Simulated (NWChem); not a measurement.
System: AlN2H4Cl; SMILES [NH2][Al]([NH2])[Cl]

The following NWChem deck was run.

```
start job
memory heap 200 mb stack 900 mb global 1100 mb
geometry units angstroms noautosym nocenter noautoz
  Al     0.000000     0.000000    -0.423299
  Cl     0.000000     0.000000     1.685917
  N      0.000000    -1.555854    -1.254837
  H      0.000000    -2.449364    -0.777213
  H      0.000000    -1.696363    -2.257882
  N      0.000000     1.555854    -1.254837
  H      0.000000     1.696363    -2.257882
  H      0.000000     2.449364    -0.777213
end
basis spherical
  * library def2-svpd
end
dft
  xc b3lyp
  iterations 150
end
property
  response 1 0.0
end
task dft property
```

NWChem printed, in part:

```
             Northwest Computational Chemistry Package (NWChem) 7.3.0
             --------------------------------------------------------

                             Geometry "geometry" -> ""
                             -------------------------

 Output coordinates in angstroms (scale by  1.889725989 to convert to a.u.)

  No.       Tag          Charge          X              Y              Z
 ---- ---------------- ---------- -------------- -------------- --------------
    1 Al                  13.0000     0.00000000     0.00000000    -0.42329900
    2 Cl                  17.0000     0.00000000     0.00000000     1.68591700
    3 N                    7.0000     0.00000000    -1.55585400    -1.25483700
    4 H                    1.0000     0.00000000    -2.44936400    -0.77721300
    5 H                    1.0000     0.00000000    -1.69636300    -2.25788200
    6 N                    7.0000     0.00000000     1.55585400    -1.25483700
    7 H                    1.0000     0.00000000     1.69636300    -2.25788200
    8 H                    1.0000     0.00000000     2.44936400    -0.77721300

 Effective nuclear repulsion energy (a.u.)     196.4466930527

                              NWChem Property Module
                              ----------------------

                                 NWChem DFT Module
                                 -----------------

 Summary of "ao basis" -> "ao basis" (spherical)
 ------------------------------------------------------------------------------
       Tag                 Description            Shells   Functions and Types
 ---------------- ------------------------------  ------  ---------------------
 Al                        def2-svpd                10       24   5s3p2d
 Cl                        def2-svpd                11       27   5s4p2d
 N                         def2-svpd                 8       20   4s2p2d
 H                         def2-svpd                 4        8   2s2p

            General Information
            -------------------
          SCF calculation type: DFT
          Wavefunction type:  closed shell.
          No. of atoms     :     8
          No. of electrons :    48
           Alpha electrons :    24
            Beta electrons :    24
          Charge           :     0
          Spin multiplicity:     1
          Use of symmetry is: off; symmetry adaption is: off
          Maximum number of iterations: 150
          AO basis - number of functions:   123
                     number of shells:    53
          Convergence on energy requested:  1.00D-06
          Convergence on density requested:  1.00D-05
          Convergence on gradient requested:  5.00D-04

              XC Information
              --------------
                         B3LYP Method XC Potential
                     Hartree-Fock (Exact) Exchange  0.200
                        Slater Exchange Functional  0.800 local
                    Becke 1988 Exchange Functional  0.720 non-local
              Lee-Yang-Parr Correlation Functional  0.810
                  VWN I RPA Correlation Functional  0.190 local

             Grid Information
             ----------------
          Grid used for XC integration:  medium
          Radial quadrature: Mura-Knowles
          Angular quadrature: Lebedev.
          Tag              B.-S. Rad. Rad. Pts. Rad. Cut. Ang. Pts.
          ---              ---------- --------- --------- ---------
          Al                  1.25       88          11.0       590
          Cl                  1.00       88          12.0       590
          N                   0.65       49          12.0       434
          H                   0.35       45          13.0       434
          Grid pruning is: on
          Number of quadrature shells:   454
          Spatial weights used:  Erf1

      Superposition of Atomic Density Guess
      -------------------------------------

 Sum of atomic energies:        -811.60743451

      Non-variational initial energy
      ------------------------------

 Total energy =    -812.941259
 1-e energy   =   -1510.918742
 2-e energy   =     501.530790
 HOMO         =      -0.355576
 LUMO         =      -0.028854

   convergence    iter        energy       DeltaE   RMS-Dens  Diis-err
 ---------------- ----- ----------------- --------- --------- ---------
 d= 0,ls=0.0,diis     1   -814.3798795731 -1.01D+03  1.76D-02  6.47D-01
 d= 0,ls=0.0,diis     2   -814.3554816610  2.44D-02  5.76D-03  8.47D-01
 d= 0,ls=0.0,diis     3   -814.4469204304 -9.14D-02  1.42D-03  4.17D-02
 d= 0,ls=0.0,diis     4   -814.4513437753 -4.42D-03  5.66D-04  2.65D-03
 d= 0,ls=0.0,diis     5   -814.4517280922 -3.84D-04  8.53D-05  3.64D-05
  Resetting Diis
 d= 0,ls=0.0,diis     6   -814.4517328592 -4.77D-06  1.89D-05  1.42D-06
 d= 0,ls=0.0,diis     7   -814.4517330675 -2.08D-07  4.68D-06  3.07D-08

         Total DFT energy =     -814.451733067455
      One electron energy =    -1515.252873610576
           Coulomb energy =      566.690646820050
    Exchange-Corr. energy =      -62.336199329595
 Nuclear repulsion energy =      196.446693052667

 Numeric. integr. density =       47.999993775188

                       DFT Final Molecular Orbital Analysis
                       ------------------------------------

 Vector   22  Occ=2.000000D+00  E=-3.204598D-01
              MO Center= -3.5D-09,  1.3D-08,  1.5D+00, r^2= 1.6D+00
   Bfn.  Coefficient  Atom+Function         Bfn.  Coefficient  Atom+Function
  ----- ------------  ---------------      ----- ------------  ---------------
    37      0.594676  2 Cl py                34      0.466028  2 Cl py
    31      0.269061  2 Cl py                40      0.106399  2 Cl py
    16      0.072370  1 Al d -1              55      0.070417  3 N  s
    91     -0.070417  6 N  s                 58     -0.053445  3 N  pz
    94      0.053445  6 N  pz                81     -0.049260  5 H  s

 Vector   23  Occ=2.000000D+00  E=-2.819316D-01
              MO Center= -2.8D-10, -2.5D-07, -9.6D-01, r^2= 3.8D+00
   Bfn.  Coefficient  Atom+Function         Bfn.  Coefficient  Atom+Function
  ----- ------------  ---------------      ----- ------------  ---------------
    56      0.365870  3 N  px                92      0.365870  6 N  px
    59     -0.259859  3 N  px                95     -0.259859  6 N  px
    36      0.199656  2 Cl px                33      0.152769  2 Cl px
     9     -0.120913  1 Al px                12     -0.120374  1 Al px
    30      0.087548  2 Cl px                 6      0.077360  1 Al px

 Vector   24  Occ=2.000000D+00  E=-2.620359D-01
              MO Center=  2.1D-10,  2.5D-07, -1.2D+00, r^2= 3.5D+00
   Bfn.  Coefficient  Atom+Function         Bfn.  Coefficient  Atom+Function
  ----- ------------  ---------------      ----- ------------  ---------------
    56      0.409773  3 N  px                92     -0.409773  6 N  px
    59     -0.295721  3 N  px                95      0.295721  6 N  px
    15      0.076409  1 Al d -2              20      0.073142  1 Al d -2
    85     -0.043073  5 H  px               113      0.043073  7 H  px
    77     -0.035476  4 H  px               121      0.035476  8 H  px

 Vector   25  Occ=0.000000D+00  E=-3.110935D-02
              MO Center= -7.5D-08,  4.1D-08, -8.4D-01, r^2= 9.8D+00
   Bfn.  Coefficient  Atom+Function         Bfn.  Coefficient  Atom+Function
  ----- ------------  ---------------      ----- ------------  ---------------
     5      1.895153  1 Al s                 29     -0.730864  2 Cl s
    55      0.420606  3 N  s                 91      0.420605  6 N  s
     4     -0.381581  1 Al s                 14      0.364233  1 Al pz
    41      0.321078  2 Cl pz                 3      0.265357  1 Al s
    73     -0.236135  4 H  s                117     -0.236135  8 H  s

 Vector   26  Occ=0.000000D+00  E= 2.191215D-02
              MO Center= -2.0D-07,  3.3D-08, -2.6D-01, r^2= 4.2D+00
   Bfn.  Coefficient  Atom+Function         Bfn.  Coefficient  Atom+Function
  ----- ------------  ---------------      ----- ------------  ---------------
    12      0.782276  1 Al px                 9      0.332442  1 Al px
    36     -0.258957  2 Cl px                56      0.209824  3 N  px
    92      0.209824  6 N  px                59     -0.185487  3 N  px
    95     -0.185487  6 N  px                 6     -0.175271  1 Al px
    33     -0.148144  2 Cl px                50      0.121365  2 Cl d  1

 Vector   27  Occ=0.000000D+00  E= 3.229201D-02
              MO Center=  1.5D-07, -6.5D-07, -9.6D-01, r^2= 1.0D+01
   Bfn.  Coefficient  Atom+Function         Bfn.  Coefficient  Atom+Function
  ----- ------------  ---------------      ----- ------------  ---------------
     5      1.520354  1 Al s                  4     -1.326600  1 Al s
    29     -1.330535  2 Cl s                 55      1.134810  3 N  s
    91      1.134807  6 N  s                 22      0.826123  1 Al d  0
    81     -0.810304  5 H  s                109     -0.810303  7 H  s
    28      0.348429  2 Cl s                 87     -0.328372  5 H  pz

     Multipole analysis of the density
     ---------------------------------

     L   x y z        total         alpha         beta         nuclear
     -   - - -        -----         -----         ----         -------
     0   0 0 0      0.000000    -24.000000    -24.000000     48.000000

     1   1 0 0      0.000000      0.000000      0.000000      0.000000
     1   0 1 0     -0.000000     -0.000000     -0.000000     -0.000000
     1   0 0 1     -1.007755     -0.050149     -0.050149     -0.907458

     2   2 0 0    -29.231502    -14.615751    -14.615751      0.000000
     2   1 1 0     -0.000000     -0.000000     -0.000000      0.000000
     2   1 0 1      0.000000      0.000000      0.000000      0.000000
     2   0 2 0    -24.708844   -104.565742   -104.565742    184.422639
     2   0 1 1     -0.000000     -0.000000     -0.000000      0.000000
     2   0 0 2    -27.361107   -163.839425   -163.839425    300.317744

 *** CALLING NEW AORESP DRIVER FOR CLOSED AND OPEN SHELLS ***
 Entering AOResponse driver routine

--------------------------------------------------------------------------------

          -----------------------------------------------
          Solving response equations for perturbing field
          -----------------------------------------------

 number of frequencies:     1
 frequency in a.u.:  0.0000000E+00
 Perturbing field: electric
 Using El. Dipole Length Gauge

 Setting up CPKS with frequency omega =      0.00000000 a.u.

 STATIC response

                                NWChem CPHF Module
                                ------------------

  scftype          =     RHF
  nclosed          =       24
  nopen            =        0
  variables        =     2376
  # of vectors     =        3
  tolerance        = 0.10D-03
  level shift      = 0.00D+00
  max iterations   =       50
  max subspace     =       30

 SCF residual:    3.1221829553521822E-004

Iterative solution of linear equations
  No. of variables     2376
  No. of equations        3
  Maximum subspace       30
        Iterations       50
       Convergence  1.0D-04

   iter   nsub   residual    time
   ----  ------  --------  ---------
     1      3    2.31D+00      25.9
     2      6    1.16D+00      33.1
     3      9    4.89D-01      39.7
     4     12    8.94D-02      46.5
     5     15    1.29D-02      54.4
     6     18    1.18D-03      64.4
     7     21    4.03D-04      73.5
     8     24    6.94D-05      82.6

 Electric Dipole Response Matrix (nonzero elements):

              1        2        3
    1   47.9299   0.0000   0.0000
    2    0.0000  58.1431   0.0000
    3    0.0000   0.0000  61.0097

 ------------------------------------------
 average:        55.69422 + I       0.00000

 DFT Linear Response polarizability / au
 Frequency  =       0.0000000 / au
              X              Y              Z
 -----------------------------------------------
 X      47.9298775      0.0000004      0.0000000
 Y       0.0000004     58.1430592      0.0000000
 Z       0.0000000      0.0000000     61.0097087
 -----------------------------------------------
 Eigenvalues =      47.9298775     58.1430592     61.0097087
 Isotropic   =      55.6942152
 Anisotropic =      11.9081641
 -----------------------------------------------

 Magnetic Dipole Response Matrix (nonzero elements):

 Exiting AOResponse driver routine
```

Level: B3LYP/def2-SVPD. Structure relaxed at the PBE0/def2-SVP level.
